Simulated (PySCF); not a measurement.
**A survey of 29Si NMR shifts**

Theory: shielding tensors at PBE0/pcSseg-1 (GIAO), GFN2-xTB geometry, in PySCF 2.14.0 with density-fitted response routines (relativity neglected, averaged over atoms made equivalent by symmetry, fast rotation or ring inversion, a single conformation, gas phase).

Shieldings were converted by a linear fit to measured shifts: 29Si: δ = 279.94 − 0.822σ (rms 8.9 ppm, 72 shifts, 25.8 ppm with the 6 outliers that the fit left out vs TMS, solution or neat liquid). Occasional misses reach two or three times the rms, and more in compound classes unlike the fitted ones.

Task: Give the 29Si shifts of `O[SiH2][Si@]1([SiH3])[SiH2]CO[SiH2]1`, `C[SiH2][Si@H](F)c1ccco1`, `CO[Si@@H]1[SiH2][SiH2][SiH2][Si@H]1O`, `CO[Si@@H]([SiH3])P`, `O=C[Si@H]([SiH3])[SiH2][SiH2]O[SiH3]`, `CC[C@H](C#N)[SiH2]N[SiH2]P`, `[SiH3]O[C@@H]1OCC[C@H]1Cl`, `[SiH3][Si]1([SiH3])O[SiH2]OC[SiH2]1`.

Result: 
| compound | environment | δ (ppm) |
| --- | --- | --- |
| [OH:1][SiH2:2][Si@:3]1([SiH3:4])[SiH2:5][CH2:6][O:7][SiH2:8]1 | Si8: silicon bonded to O, Si, 2 H, in a 5-membered ring | -12.6 |
| [OH:1][SiH2:2][Si@:3]1([SiH3:4])[SiH2:5][CH2:6][O:7][SiH2:8]1 | Si2: silicon bonded to O, Si, 2 H | -16.6 |
| [OH:1][SiH2:2][Si@:3]1([SiH3:4])[SiH2:5][CH2:6][O:7][SiH2:8]1 | Si5: silicon bonded to C, Si, 2 H, in a 5-membered ring | -51.2 |
| [OH:1][SiH2:2][Si@:3]1([SiH3:4])[SiH2:5][CH2:6][O:7][SiH2:8]1 | Si4: silicon bonded to Si, 3 H | -94.0 |
| [OH:1][SiH2:2][Si@:3]1([SiH3:4])[SiH2:5][CH2:6][O:7][SiH2:8]1 | Si3: silicon bonded to 4 Si, in a 5-membered ring | -134.9 |
| [CH3:1][SiH2:2][Si@H:3]([F:4])[c:5]1[cH:6][cH:7][cH:8][o:9]1 | Si3: silicon bonded to C, F, Si, H | 1.6 |
| [CH3:1][SiH2:2][Si@H:3]([F:4])[c:5]1[cH:6][cH:7][cH:8][o:9]1 | Si2: silicon bonded to C, Si, 2 H | -75.5 |
| [CH3:1][O:2][Si@@H:3]1[SiH2:4][SiH2:5][SiH2:6][Si@H:7]1[OH:8] | Si7: silicon bonded to O, 2 Si, H, in a 5-membered ring | -7.6 |
| [CH3:1][O:2][Si@@H:3]1[SiH2:4][SiH2:5][SiH2:6][Si@H:7]1[OH:8] | Si3: silicon bonded to O, 2 Si, H, in a 5-membered ring | -8.8 |
| [CH3:1][O:2][Si@@H:3]1[SiH2:4][SiH2:5][SiH2:6][Si@H:7]1[OH:8] | Si5: silicon bonded to 2 Si, 2 H, in a 5-membered ring | -110.3 |
| [CH3:1][O:2][Si@@H:3]1[SiH2:4][SiH2:5][SiH2:6][Si@H:7]1[OH:8] | Si6: silicon bonded to 2 Si, 2 H, in a 5-membered ring | -112.9 |
| [CH3:1][O:2][Si@@H:3]1[SiH2:4][SiH2:5][SiH2:6][Si@H:7]1[OH:8] | Si4: silicon bonded to 2 Si, 2 H, in a 5-membered ring | -122.0 |
| [CH3:1][O:2][Si@@H:3]([SiH3:4])[PH2:5] | Si3: silicon bonded to O, P, Si, H | -4.1 |
| [CH3:1][O:2][Si@@H:3]([SiH3:4])[PH2:5] | Si4: silicon bonded to Si, 3 H | -99.4 |
| [O:1]=[CH:2][Si@H:3]([SiH3:4])[SiH2:5][SiH2:6][O:7][SiH3:8] | Si6: silicon bonded to O, Si, 2 H | -41.1 |
| [O:1]=[CH:2][Si@H:3]([SiH3:4])[SiH2:5][SiH2:6][O:7][SiH3:8] | Si8: silicon bonded to O, 3 H | -46.4 |
| [O:1]=[CH:2][Si@H:3]([SiH3:4])[SiH2:5][SiH2:6][O:7][SiH3:8] | Si3: silicon bonded to C, 2 Si, H | -70.9 |
| [O:1]=[CH:2][Si@H:3]([SiH3:4])[SiH2:5][SiH2:6][O:7][SiH3:8] | Si4: silicon bonded to Si, 3 H | -100.5 |
| [O:1]=[CH:2][Si@H:3]([SiH3:4])[SiH2:5][SiH2:6][O:7][SiH3:8] | Si5: silicon bonded to 2 Si, 2 H | -113.6 |
| [CH3:1][CH2:2][C@H:3]([C:4]#[N:5])[SiH2:6][NH:7][SiH2:8][PH2:9] | Si8: silicon bonded to N, P, 2 H | -32.9 |
| [CH3:1][CH2:2][C@H:3]([C:4]#[N:5])[SiH2:6][NH:7][SiH2:8][PH2:9] | Si6: silicon bonded to C, N, 2 H | -36.1 |
| [SiH3]O[C@@H]1OCC[C@H]1Cl | silicon bonded to O, 3 H | -44.4 |
| [SiH3:1][Si:2]1([SiH3:3])[O:4][SiH2:5][O:6][CH2:7][SiH2:8]1 | Si2: silicon bonded to O, 3 Si, in a 6-membered ring | -10.3 |
| [SiH3:1][Si:2]1([SiH3:3])[O:4][SiH2:5][O:6][CH2:7][SiH2:8]1 | Si5: silicon bonded to 2 O, 2 H, in a 6-membered ring | -39.6 |
| [SiH3:1][Si:2]1([SiH3:3])[O:4][SiH2:5][O:6][CH2:7][SiH2:8]1 | Si8: silicon bonded to C, Si, 2 H, in a 6-membered ring | -76.1 |
| [SiH3:1][Si:2]1([SiH3:3])[O:4][SiH2:5][O:6][CH2:7][SiH2:8]1 | Si1/3: silicon bonded to Si, 3 H (×2) | -98.0 |

Task: Match the shifts -15.9, -27.2, -40.8, -60.0 ppm to `ClC[SiH]1OCCCO1`, `C=CP([SiH3])C(=O)OC`, `C[C@@H]1O[C@@H](CCl)O[SiH2]1`, `C=CO[C@@H](CCl)O[SiH3]`.

Result: -15.9: C[C@@H]1O[C@@H](CCl)O[SiH2]1 (silicon bonded to C, O, 2 H, in a 5-membered ring); -27.2: ClC[SiH]1OCCCO1 (silicon bonded to C, 2 O, H, in a 6-membered ring); -40.8: C=CO[C@@H](CCl)O[SiH3] (silicon bonded to O, 3 H); -60.0: C=CP([SiH3])C(=O)OC (silicon bonded to P, 3 H).
